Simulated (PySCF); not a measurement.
**Spinor energies of Ag²⁺ (silver, charge +2)**

Start: [Kr] 4d9; 4d3/2 filled at m_j = -3/2, -1/2, +1/2, +3/2; 4d5/2 filled at m_j = -3/2, -1/2, +1/2, +3/2, +5/2. Calculated with PySCF 2.14 in x2c-SVPall-2c (6s8p6d1f, 67 functions): generalised Hartree-Fock with the X2C-1e Hamiltonian and a Gaussian nucleus; one run each with spin-orbit coupling (SO) switched off, then screened by Boettger's factors.

```csv
spinor shell,electrons,"ε, spin-free (eV)","ε, screened SO (eV)",weight of nominal j (screened SO),"rms radius, screened SO (bohr)"
1s1/2,2,-25664.7,-25662.8,1.000,0.0357
2s1/2,2,-3883.5,-3883.0,1.000,0.146
2p1/2,2,-3479.9,-3601.5,1.000,0.127
2p3/2,4,-3479.9,-3423.7,1.000,0.131
3s1/2,2,-767.57,-767.40,1.000,0.392
3p1/2,2,-631.45,-653.66,1.000,0.387
3p3/2,4,-631.45,-621.09,1.000,0.398
3d3/2,4,-417.08,-420.95,0.999,0.374
3d5/2,6,-417.08,-414.32,0.999,0.377
4s1/2,2,-138.87,-138.82,1.000,0.979
4p1/2,2,-97.013,-101.46,0.986,1.05
4p3/2,4,-97.013,-94.888,0.993,1.08
4d3/2,4,-36.186,-36.829,0.907,1.41
4d5/2,5,-36.186,-35.685,0.925,1.43
```

```json
{"quantity": "E (hartree)", "spin-free": "-5310.89056", "screened SO": "-5311.85490"}
{"quantity": "M_J", "spin-free": "5/2", "screened SO": "5/2"}
{"quantity": "⟨J²⟩", "spin-free": "8.755", "screened SO": "8.755"}
{"quantity": "⟨L²⟩", "spin-free": "6.004", "screened SO": "6.018"}
{"quantity": "⟨S²⟩", "spin-free": "0.751", "screened SO": "0.764"}
```

Each row is a mean over spinors that exchange with the open shell spreads, by up to 5.483 eV (4p3/2).

Breit and QED terms are absent; they matter most for the inner s and p1/2 levels.

Densities and radii are taken from the X2C orbitals without a picture-change correction, which distorts them close to the nucleus.

Without spin-orbit coupling the j labels of p, d and f shells carry no meaning; the spin-free column gives the mean over the occupied spinors of each nl shell.
